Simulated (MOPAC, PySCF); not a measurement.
Isomers of C2H7B. All species are isolated molecules in the gas phase. One relaxed conformer stands for each flexible species; it need not be the lowest. Strings in code marks are SMILES.

Quantity: electronic energy of isomers of C2H7B relative to `CBC`, in eV. Semi-empirical values (MOPAC) are differences of heats of formation.

Level 1: B3LYP/3-21G // PBE0-D3(BJ)/def2-TZVP (PySCF)
Level 2: AM1 // PBE0-D3(BJ)/def2-TZVP (MOPAC)
Level 3: PM3 // PBE0-D3(BJ)/def2-TZVP (MOPAC)
Level 4: PM6 // PBE0-D3(BJ)/def2-TZVP (MOPAC)

```tsv
species	level 1	level 2	level 3	level 4
`BCC`	0.67	0.44	0.86	0.56
```
